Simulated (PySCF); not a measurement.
Compound: CH8O2PSi3 (doublet state).
Numbering: `[O:1]=[CH:2][O:3][SiH2:4][P:5]([SiH2:6])[SiH3:7]` (hydrogens: H8 on C2; H9, H10 on Si4; H11, H12 on Si6; H13, H14, H15 on Si7)

Cartesian coordinates in Å at the GFN2-xTB level; atoms count from 1:
```xyz
15
CH8O2PSi3 angstrom
O      3.6709   -0.5151    0.3825
C      3.1898    0.3939   -0.2223
O      1.9211    0.5196   -0.5079
Si     0.8596   -0.6769   -0.0334
P     -0.9522    0.0758   -1.0267
Si    -1.2614    2.0420   -0.0402
Si    -2.4433   -1.2750   -0.0847
H      3.7737    1.2447   -0.6151
H      0.8650   -0.7176    1.4266
H      1.2773   -1.9484   -0.6085
H     -2.4791    2.6179   -0.6260
H     -0.1346    2.9271   -0.3563
H     -2.4243   -1.1908    1.3769
H     -3.7453   -0.8535   -0.5932
H     -2.1217   -2.6357   -0.5049
```

The hyperfine couplings belong to this conformer and change with its torsions.

The calculation used PySCF, UKS B3LYP, pcH-1 on C H O P Si, non-relativistic, mean-field spin-orbit, GIAO. One conformer (not necessarily the lowest) at the GFN2-xTB geometry, without solvent, vibrations or thermal averaging. A GFN2-xTB geometry isn't a minimum of the functional, and hyperfine couplings can be far from their values at a DFT geometry, by a factor of two or more for some ions and for spin on atoms past the first row. No stability test was run, so a lower SCF solution isn't excluded.

**Question.** Give the principal g shifts and their parts.

**Answer.** 
| Δg (ppt) | 1 | 2 | 3 |
| --- | --- | --- | --- |
| relativistic mass correction | -0.14 | -0.14 | -0.14 |
| gauge correction | 0.01 | 0.04 | 0.04 |
| orbital Zeeman/spin–orbit | -0.26 | 2.11 | 5.61 |
| total | -0.38 | 2.01 | 5.51 |

So g = 2.00194, 2.00433, 2.00783 and g_iso = 2.00470; the tensor is rhombic: the two nearest values differ by 41 % of g3 − g1. 

**Question.** At 9.753 GHz, how far is the centre of the isotropic spectrum from where a free electron (g = 2.002319) resonates?

**Answer.** B = hν/(g μB) with μB/h = 13.99624 MHz/mT gives 348.01 mT for the free electron and 347.60 mT at g_iso, 0.41 mT lower.

**Question.** What effective moment and Curie constant follow for a powder?

**Answer.** With the mean of g² = 4.0188 and S(S+1) = 0.75: μ_eff = √(⟨g²⟩S(S+1)) = 1.736 μB and χT = 0.12505·⟨g²⟩·S(S+1) = 0.377 cm³ K/mol (cgs; spin-Hamiltonian part alone).

**Question.** In a frozen sample, at which fields do the three g values resonate at 9.5, 34, 94 and 263 GHz (hyperfine left aside), and which band first spreads them over more than twice a line width of 0.3 mT?

**Answer.** 
```
band    GHz  B(g3) mT  B(g2) mT  B(g1) mT  spread mT
   X    9.5    338.05    338.64    339.05       0.99
   Q   34.0   1209.87   1211.99   1213.43       3.56
   W   94.0   3344.95   3350.79   3354.79       9.84
   J  263.0   9358.73   9375.09   9386.27      27.54
```

The spread grows in proportion to the frequency. X band is the first where it exceeds 0.6 mT.

Largest spin populations (Mulliken): Si6 (+0.83) and P5 (+0.13). No atom but Si6 exceeds +0.15. The angles at Si6 add up to 324.2°, so it is pyramidal.

The HOMO–LUMO gaps are 5.06 eV among the α and 4.24 eV among the β orbitals.
